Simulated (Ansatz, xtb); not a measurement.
Relative energy of two isomers of C6H7NO2

Structure X is `C=C(O)C#CC(=O)NC`, a singlet and structure Y is `C/N=C(/O)C#CC(C)=O`, a singlet. Both are isolated molecules in the gas phase, relaxed with B3LYP-D3(BJ)/def2-SVP; the shapes shown needn't be the lowest conformers.

X (Å):

```yaml
atoms:
  - { symbol: C, position_ang: [-0.2012, 1.5884, 2.8336] }
  - { symbol: C, position_ang: [-1.4331, 1.2145, 2.4388] }
  - { symbol: C, position_ang: [-1.6580, 0.1640, 1.4926] }
  - { symbol: C, position_ang: [-1.9275, -0.7152, 0.6949] }
  - { symbol: C, position_ang: [-2.3067, -1.7605, -0.2539] }
  - { symbol: C, position_ang: [-1.3992, -3.4949, -1.7526] }
  - { symbol: N, position_ang: [-1.2413, -2.4241, -0.7930] }
  - { symbol: O, position_ang: [-2.5427, 1.8334, 2.9343] }
  - { symbol: O, position_ang: [-3.4732, -1.9971, -0.5206] }
  - { symbol: H, position_ang: [0.6795, 1.0890, 2.4335] }
  - { symbol: H, position_ang: [-0.0801, 2.3955, 3.5581] }
  - { symbol: H, position_ang: [-3.3302, 1.4356, 2.5402] }
  - { symbol: H, position_ang: [-0.3118, -2.1475, -0.5006] }
  - { symbol: H, position_ang: [-0.9833, -4.4429, -1.3719] }
  - { symbol: H, position_ang: [-0.9068, -3.2542, -2.7097] }
  - { symbol: H, position_ang: [-2.4741, -3.6265, -1.9305] }
```

Y (Å):

```tsv
atom	x (Å)	y (Å)	z (Å)
C	1.0125	-2.5246	-3.2257
C	1.4993	-1.8576	-0.9957
C	0.1441	-1.4855	-0.6655
C	-1.0235	-1.2000	-0.4827
C	-2.4262	-0.8548	-0.2544
C	-2.7576	-0.3472	1.1296
N	1.9003	-2.3147	-2.1107
O	2.3628	-1.6748	0.0260
O	-3.2473	-0.9787	-1.1383
H	-0.0398	-2.2464	-3.0355
H	1.0464	-3.5867	-3.5223
H	1.3768	-1.9490	-4.0935
H	3.2303	-1.9565	-0.3125
H	-2.4865	-1.1049	1.8830
H	-3.8296	-0.1188	1.1900
H	-2.1629	0.5538	1.3524
```

Quicker runs give these differences E(Y) − E(X): GFN2-xTB +0.5 kcal/mol; HF/STO-3G −13.7 kcal/mol (at GFN2-xTB geometries); r2SCAN-D4/def2-SVP +5.9 kcal/mol (at GFN2-xTB geometries).

Question: Which of the two would you expect CCSD(T)/def2-SVP + ΔMP2/def2-TZVPP electronic energies to favour?

Answer: CCSD(T)/def2-SVP + ΔMP2/def2-TZVPP gives E(Y) − E(X) = +2.2 kcal/mol, favouring structure X, but this leans on the basis-set step: CCSD(T) alone gives +0.9 kcal/mol.

The same difference at several levels:

```csv
level,geometry,E(Y) − E(X) (kcal/mol),departure from the last row (kcal/mol),"job, with rough time for the two"
GFN2-xTB,GFN2-xTB,+0.5,−1.7,"optimisation, 0.95 s"
HF/STO-3G,GFN2-xTB,−13.7,−15.8,"single point, 2.7 s"
r2SCAN-D4/def2-SVP,GFN2-xTB,+5.9,+3.7,"single point, 13 s"
B3LYP-D3(BJ)/def2-SVP,B3LYP-D3(BJ)/def2-SVP,+4.1,+1.9,"optimisation, 11 min"
HF/def2-SVP,B3LYP-D3(BJ)/def2-SVP,+3.6,+1.4,part of the CCSD(T) run
MP2/def2-SVP,B3LYP-D3(BJ)/def2-SVP,+0.7,−1.5,part of the CCSD(T) run
CCSD(T)/def2-SVP,B3LYP-D3(BJ)/def2-SVP,+0.9,−1.3,single point
CCSD(T)/def2-SVP + ΔMP2/def2-TZVPP,B3LYP-D3(BJ)/def2-SVP,+2.2,,"single point, 7.7 min"
```

As drawn, Y has 1 C=N, 1 C–C, 1 C–H in place of 1 C=C, 1 C–N, 1 N–H.

HF/STO-3G puts the two in the other order. GFN2-xTB finds them nearly level. The largest departure from CCSD(T)/def2-SVP + ΔMP2/def2-TZVPP is that of HF/STO-3G, 15.8 kcal/mol. The last row adds to CCSD(T) the change of the MP2 difference between the two basis sets, here +1.3 kcal/mol.

With thermal terms from frequencies at re-optimised GFN2-xTB minima (ideal gas, soft modes damped towards free rotors, one conformer each, 298.15 K, 1 atm): on the last row, ΔE + ΔZPE = +2.0, ΔH = +2.1, ΔG = +1.5 kcal/mol.

The correlated steps freeze 9 core orbitals. Run with Ansatz 0.2.0, xtb 6.7.1; the last row on 2 threads of Intel(R) Xeon(R) Processor @ 2.50GHz (Skylake/Cascade Lake) on a shared host.
